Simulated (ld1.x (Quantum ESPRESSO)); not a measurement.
# Building the PAW potential for V (Z = 23) (LDA (PZ), scalar-relativistic).

Input for ld1.x (Quantum ESPRESSO) 7.5:

```
&input
   title='V', zed=23., rel=1, dft='PZ', iswitch=3,
   config='[Ar] 3d3 4s2 4p0',
   nld=3, rlderiv=4.10, eminld=-2.0, emaxld=5.0, deld=0.02
 /
 &inputp
   pseudotype=3, lpaw=.true., tm=.true., lloc=-2, rcloc=2.50,
   nlcc=.true.,
   which_augfun='PSQ', rmatch_augfun_nc=.true.,
   file_pseudopw='V.UPF', file_wfcaegen='ae.wfc', file_wfcncgen='nc.wfc', file_beta='beta', file_chi='chi', file_wfcusgen='us.wfc'
 /
6
4S  1  0   2.00   0.00  1.70  2.10  0.0
4S  1  0   0.00   0.40  1.70  2.10  0.0
4P  2  1   0.00   0.00  3.10  3.80  0.0
4P  2  1   0.00   2.90  3.10  3.80  0.0
3D  3  2   3.00   0.00  1.95  2.35  0.0
3D  3  2   0.00   0.10  1.95  2.35  0.0
 &test
   configts(1)='3d3 4s2 4p0'
 /
```

Command:

```bash
ld1.x < V.in > V.out
```

Resulting log (shortened: banner, matrices, multipoles, cross overlaps and the repeated all-electron block are left out):

```
[... start of the log left out ...]

     Q pseudized with Bessel functions
     Expected ecutrho=     126.9535 due to l1=  0   l2=  2

     Estimated PAW energy =  -93.038303 Ryd

     ------------------- End of pseudopotential generation -------------------

     Computing logarithmic derivative in   4.08890

       Warning: n=1, l=0 expected 0 nodes, found 1
       Setting wfc to zero for this iteration
       (This warning will only be printed once per wavefunction)

       Zero norm: self consistency problem; state:  2 (l=  0, j=0.0)

       Warning: n=3, l=2 expected 0 nodes, found 1
       Setting wfc to zero for this iteration
       (This warning will only be printed once per wavefunction)

       Zero norm: self consistency problem; state:  2 (l=  0, j=0.0)
       Zero norm: self consistency problem; state:  2 (l=  0, j=0.0)
       Zero norm: self consistency problem; state:  1 (l=  2, j=0.0)
       Zero norm: self consistency problem; state:  2 (l=  0, j=0.0)
       Zero norm: self consistency problem; state:  1 (l=  2, j=0.0)
       Zero norm: self consistency problem; state:  2 (l=  0, j=0.0)
       Zero norm: self consistency problem; state:  1 (l=  2, j=0.0)

 %%%%%%%%%%%%%%%%%%%%%%%%%%%%%%%%%%%%%%%%%%%%%%%%%%%%%%%%%%%%%%%%%%%%%%%%%%%%%%
     Error in routine new_paw_hamiltonian (1):
     negative rho
 %%%%%%%%%%%%%%%%%%%%%%%%%%%%%%%%%%%%%%%%%%%%%%%%%%%%%%%%%%%%%%%%%%%%%%%%%%%%%%

     stopping ...
```

The run stopped because the pseudo-density turned negative during the self-consistent test, most likely because a state had been found with a wrong node count and its wave set to zero before.

The run took about 0.42 s on one core of a shared server CPU.
